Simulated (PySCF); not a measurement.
Isomers of C3H3F. Isolated molecules, 0 K electronic values unless said otherwise. Strings in code marks are SMILES.

Quantity: electronic energy of isomers of C3H3F relative to `C#CCF`, in eV.

A: `FC1C=C1`
B: `C=C=CF`
C: `FC1=CC1`

Problem. Put the candidates in order of electronic energy of isomers of C3H3F relative to `C#CCF`, lowest first, for B3LYP/6-311+G** // PBE-D3(BJ)/def2-TZVP (PySCF).

Solution. B (-0.113 eV), A (0.45 eV), C (0.95 eV)
